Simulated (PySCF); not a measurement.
**Broadened absorption spectrum of C5H2ClFO2**

Species: C₅H₂ClFO₂.
SMILES with atom numbers: `[O:1]=[C:2]([F:3])[c:4]1[cH:5][c:6]([Cl:7])[cH:8][o:9]1` (hydrogens: H10 on C5; H11 on C8)

The calculation used TDDFT PBE0/def2-SVPD, vertical, gas phase, core orbitals frozen in the response (PySCF). One conformer (not necessarily the lowest) at the GFN2-xTB geometry, without solvent, vibrations or thermal averaging. Torsions of this conformer, `[O:1]=[C:2]([F:3])[c:4]1[cH:5][c:6]([Cl:7])[cH:8][o:9]1`: O1–C2–C4–C5 180°.

Computed states:

```csv
state,E (eV),f
S1,4.90,0.212
S2,5.25,0.0001
S3,5.84,0.189
S4,6.35,0.0004
S5,6.60,0.0003
S6,7.04,0.277
S7,7.13,0.0006
S8,7.74,0.0006
```

Broadening: Gaussians 0.4 eV wide at half height, area fixed by f = 4.319×10⁻⁹ ∫ε dν̃. The width is an assumption, not a result. The curve ends short of the highest state used, and states not computed would add to its high-energy end.

Question: Give the broadened spectrum and its maxima.

Answer: 
```json
{"λ (nm)": "173.7", "ε (L mol⁻¹ cm⁻¹)": "16083"}
{"λ (nm)": "175.8", "ε (L mol⁻¹ cm⁻¹)": "18684"}
{"λ (nm)": "177.9", "ε (L mol⁻¹ cm⁻¹)": "16964"}
{"λ (nm)": "179.9", "ε (L mol⁻¹ cm⁻¹)": "12500"}
{"λ (nm)": "182.0", "ε (L mol⁻¹ cm⁻¹)": "7365"}
{"λ (nm)": "184.1", "ε (L mol⁻¹ cm⁻¹)": "3564"}
{"λ (nm)": "186.2", "ε (L mol⁻¹ cm⁻¹)": "1446"}
{"λ (nm)": "188.3", "ε (L mol⁻¹ cm⁻¹)": "512"}
{"λ (nm)": "190.3", "ε (L mol⁻¹ cm⁻¹)": "188"}
{"λ (nm)": "192.4", "ε (L mol⁻¹ cm⁻¹)": "100"}
{"λ (nm)": "194.5", "ε (L mol⁻¹ cm⁻¹)": "143"}
{"λ (nm)": "196.6", "ε (L mol⁻¹ cm⁻¹)": "350"}
{"λ (nm)": "198.7", "ε (L mol⁻¹ cm⁻¹)": "876"}
{"λ (nm)": "200.7", "ε (L mol⁻¹ cm⁻¹)": "1882"}
{"λ (nm)": "202.8", "ε (L mol⁻¹ cm⁻¹)": "3645"}
{"λ (nm)": "204.9", "ε (L mol⁻¹ cm⁻¹)": "6096"}
{"λ (nm)": "207.0", "ε (L mol⁻¹ cm⁻¹)": "8854"}
{"λ (nm)": "209.1", "ε (L mol⁻¹ cm⁻¹)": "11250"}
{"λ (nm)": "211.1", "ε (L mol⁻¹ cm⁻¹)": "12565"}
{"λ (nm)": "213.2", "ε (L mol⁻¹ cm⁻¹)": "12560"}
{"λ (nm)": "215.3", "ε (L mol⁻¹ cm⁻¹)": "11218"}
{"λ (nm)": "217.4", "ε (L mol⁻¹ cm⁻¹)": "9012"}
{"λ (nm)": "219.5", "ε (L mol⁻¹ cm⁻¹)": "6551"}
{"λ (nm)": "221.6", "ε (L mol⁻¹ cm⁻¹)": "4337"}
{"λ (nm)": "223.6", "ε (L mol⁻¹ cm⁻¹)": "2704"}
{"λ (nm)": "225.7", "ε (L mol⁻¹ cm⁻¹)": "1541"}
{"λ (nm)": "227.8", "ε (L mol⁻¹ cm⁻¹)": "872"}
{"λ (nm)": "229.9", "ε (L mol⁻¹ cm⁻¹)": "601"}
{"λ (nm)": "232.0", "ε (L mol⁻¹ cm⁻¹)": "663"}
{"λ (nm)": "234.0", "ε (L mol⁻¹ cm⁻¹)": "1030"}
{"λ (nm)": "236.1", "ε (L mol⁻¹ cm⁻¹)": "1781"}
{"λ (nm)": "238.2", "ε (L mol⁻¹ cm⁻¹)": "2958"}
{"λ (nm)": "240.3", "ε (L mol⁻¹ cm⁻¹)": "4576"}
{"λ (nm)": "242.4", "ε (L mol⁻¹ cm⁻¹)": "6570"}
{"λ (nm)": "244.4", "ε (L mol⁻¹ cm⁻¹)": "8663"}
{"λ (nm)": "246.5", "ε (L mol⁻¹ cm⁻¹)": "10816"}
{"λ (nm)": "248.6", "ε (L mol⁻¹ cm⁻¹)": "12633"}
{"λ (nm)": "250.7", "ε (L mol⁻¹ cm⁻¹)": "13847"}
{"λ (nm)": "252.8", "ε (L mol⁻¹ cm⁻¹)": "14287"}
{"λ (nm)": "254.8", "ε (L mol⁻¹ cm⁻¹)": "13951"}
{"λ (nm)": "256.9", "ε (L mol⁻¹ cm⁻¹)": "12897"}
{"λ (nm)": "259.0", "ε (L mol⁻¹ cm⁻¹)": "11317"}
{"λ (nm)": "261.1", "ε (L mol⁻¹ cm⁻¹)": "9448"}
{"λ (nm)": "263.2", "ε (L mol⁻¹ cm⁻¹)": "7524"}
{"λ (nm)": "265.2", "ε (L mol⁻¹ cm⁻¹)": "5809"}
{"λ (nm)": "267.3", "ε (L mol⁻¹ cm⁻¹)": "4246"}
{"λ (nm)": "269.4", "ε (L mol⁻¹ cm⁻¹)": "2979"}
{"λ (nm)": "271.5", "ε (L mol⁻¹ cm⁻¹)": "2011"}
{"λ (nm)": "273.6", "ε (L mol⁻¹ cm⁻¹)": "1308"}
{"λ (nm)": "275.6", "ε (L mol⁻¹ cm⁻¹)": "841"}
{"λ (nm)": "277.7", "ε (L mol⁻¹ cm⁻¹)": "512"}
{"λ (nm)": "279.8", "ε (L mol⁻¹ cm⁻¹)": "302"}
{"λ (nm)": "281.9", "ε (L mol⁻¹ cm⁻¹)": "173"}
{"λ (nm)": "284.0", "ε (L mol⁻¹ cm⁻¹)": "96"}
{"λ (nm)": "286.1", "ε (L mol⁻¹ cm⁻¹)": "52"}
{"λ (nm)": "288.1", "ε (L mol⁻¹ cm⁻¹)": "28"}
```

Maxima: 253 nm (4.90 eV), ε about 14000, made up of S1 (100%); 212 nm (5.84 eV), ε about 13000, made up of S3 (100%); 176 nm (7.04 eV), ε about 19000, made up of S6 (100%) (ε in L mol⁻¹ cm⁻¹; maxima over ε = 5, shares over 10%).

Question: On this curve, what absorbance would a 10⁻⁵ mol/L sample give at 248 nm over a 1 cm path?

Answer: 248 nm is 4.999 eV, where ε is about 12000 L mol⁻¹ cm⁻¹, so A = ε c l ≈ 0.12 (Beer–Lambert, with the gas-phase spectrum and the assumed width).

Question: Coming from long wavelengths, where does ε first pass 100 L mol⁻¹ cm⁻¹?

Answer: At about 284 nm (4.37 eV), 0.53 eV below S1.

Question: What would ε be at 7.04 eV, the highest of these maxima, with half the width (0.2 eV)?

Answer: About 37300 L mol⁻¹ cm⁻¹ against 18700, a factor of about 2.00; a lone state at its own centre would give exactly 2.
